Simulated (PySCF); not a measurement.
# Stretching SnSe

Set-up: Sn cc-pVDZ-PP with ECP28, Se cc-pVDZ-PP with ECP10; scalar-relativistic core potentials (PySCF 2.14). Energies in eV from Sn + Se in their ground configurations at the same level. State: ¹Σ⁺ (singlet), closed shell.

All columns are PBE0. A positive dipole means Sn(−)Se(+).

| R (Å) | E (eV) | μ (D) | Mulliken charge on Sn (basis-dependent) | HOMO (eV) | LUMO (eV) | Mayer bond order | ⟨S²⟩ |
| --- | --- | --- | --- | --- | --- | --- | --- |
| 2.015 | -2.824 | -1.47 | 0.27 | -6.98 | -1.85 | 2.40 | 0.00 |
| 2.109 | -3.745 | -1.92 | 0.29 | -7.10 | -2.05 | 2.38 | 0.00 |
| 2.202 | -4.246 | -2.37 | 0.31 | -7.17 | -2.24 | 2.36 | 0.00 |
| 2.273 | -4.421 | -2.69 | 0.32 | -7.13 | -2.38 | 2.35 | 0.00 |
| 2.343 | -4.467 | -3.01 | 0.34 | -6.97 | -2.51 | 2.34 | 0.00 |
| 2.413 | -4.417 | -3.31 | 0.35 | -6.82 | -2.64 | 2.33 | 0.00 |
| 2.507 | -4.238 | -3.70 | 0.36 | -6.63 | -2.80 | 2.32 | 0.00 |
| 2.624 | -3.895 | -4.14 | 0.37 | -6.43 | -2.99 | 2.31 | 0.00 |
| 2.765 | -3.384 | -4.62 | 0.38 | -6.22 | -3.20 | 2.31 | 0.00 |
| 2.952 | -2.636 | -5.18 | 0.38 | -6.00 | -3.44 | 2.30 | 0.00 |

A fit through these points gives, at Re = 2.338 Å, μ = -2.99 D and dμ/dR = -4.43 D/Å; the reduced mass is 47.95 u.

Q: How strong is the fundamental in the double-harmonic approximation, I = 42.26·(dμ/dR)²/μred km/mol?

A: I = 42.26·(-4.43)²/47.95 = 17.3 km/mol at PBE0.

Spin–orbit coupling is left out, which matters for elements this heavy, above all for dissociation energies.
